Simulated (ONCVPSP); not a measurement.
molybdenum: ONCV pseudisation with PBEsol, scalar-relativistic reference atom.

```json
{
  "Element": "molybdenum",
  "Generator": "ONCVPSP 4.0.1",
  "Type": "optimised norm-conserving Vanderbilt (ONCV)",
  "Functional": "PBEsol",
  "Relativity": "scalar-relativistic",
  "Frozen core": "[Ar] 3d10",
  "Valence charge": "14",
  "Reference configuration": "4s2 4p6 4d5 5p1",
  "Partial waves": "4s: rc 1.25 bohr, ncon 5, nbas 8, qcut 6.5 1/bohr, 3 projectors, debl 1.6 Ha; 4p+5p: rc 2.45 bohr, ncon 3, nbas 6, qcut 6.6 1/bohr, 2 projectors; 4d: rc 2.40 bohr, ncon 4, nbas 8, qcut 6.4 1/bohr, 2 projectors, debl 2 Ha",
  "Local potential": "polynomial inside 0.95 bohr (lpopt 5, dvloc0 3 Ha)",
  "Core correction": "Teter function, fcfact 2, rcfact 1.55"
}
```

In the s channel the program set the typed energies aside and used -2.413, 0.250, 1.850 Ha.

Q: Does the generator finish with these settings?

A: Yes, a potential is produced and its reference levels are reproduced.

Q: Estimate the cutoffs (Ha) at which the residual kinetic energy of the hardest occupied pseudo-wave falls to 1 and 0.1 mHa per electron.

A: 77 Ha and 100 Ha.

Q: What does a ghost test show?

A: Ghosts flagged at negative energy: s at -34746.3 eV; GHOST(+) flagged for s at 231.2 eV. A true bound ghost makes a file unfit for plane-wave use.

Q: Which valence shell sets the plane-wave cutoff?

A: 4s: 77 Ha for 1 mHa per electron, against 14 Ha for 4d.

Q: Tests: 4s2 4p6 4d5 5s1 5p0; 4s2 4p6 4d5 5p0; 4s2 4p6 4d4 5p0; 4s2 4p6 4d6 5p0. Which has the largest error in its energy relative to the reference configuration, and how large is it?

A: 4s2 4p6 4d4 5p0, with +2.3 meV (all-electron minus pseudo) on +19.17 eV.
